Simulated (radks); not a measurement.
All-electron atom: Pd7+ in [Ar] 3d9 4s2 4p6 4d4 (not the ground configuration). All-electron calculation, scalar-relativistic Kohn-Sham, BLYP, spin-polarised, spherical densities, finite nucleus; open shells are filled with parallel spins first (spin-orbit coupling, left out, can overturn this in heavy ions); Fermi nuclear charge, rms radius 4.5318 fm. Program: a radial shooting solver on a logarithmic mesh with Libxc functionals.

Unscreened Slater integrals over Kohn-Sham orbitals (eV). They are taken over the spin-up orbitals.

| integral | value |
|---|---|
| F0(4d,4d) | 22.465 |
| F2(4d,4d) | 11.566 |
| F4(4d,4d) | 7.7395 |
| F0(4d,4p) | 23.871 |
| F2(4d,4p) | 12.279 |
| G1(4d,4p) | 15.597 |
| G3(4d,4p) | 9.7222 |
| F0(4d,4s) | 24.506 |
| G2(4d,4s) | 11.896 |
| F0(4d,3d) | 29.686 |
| F2(4d,3d) | 6.6676 |
| F4(4d,3d) | 3.0645 |
| G0(4d,3d) | 2.1736 |
| G2(4d,3d) | 2.5515 |
| G4(4d,3d) | 1.9507 |
| F0(4p,4p) | 25.617 |
| F2(4p,4p) | 13.547 |
| F0(4p,4s) | 26.419 |
| G1(4p,4s) | 18.053 |
| F0(4p,3d) | 32.946 |
| F2(4p,3d) | 8.1588 |
| G1(4p,3d) | 2.6206 |
| G3(4p,3d) | 2.5688 |
| F0(4s,4s) | 27.319 |
| F0(4s,3d) | 34.685 |
| G2(4s,3d) | 2.9070 |
| F0(3d,3d) | 70.441 |
| F2(3d,3d) | 35.140 |
| F4(3d,3d) | 22.428 |

Derived for the open shells (J is the average intra-shell exchange parameter used in DFT+U). 3d: Racah B = F2/49 - 5 F4/441 = 0.4629 eV, C = 35 F4/441 = 1.780 eV, C/B = 3.85, F4/F2 = 0.638, J = (F2 + F4)/14 = 4.112 eV. 4d: Racah B = F2/49 - 5 F4/441 = 0.1483 eV, C = 35 F4/441 = 0.6142 eV, C/B = 4.14, F4/F2 = 0.669, J = (F2 + F4)/14 = 1.379 eV.
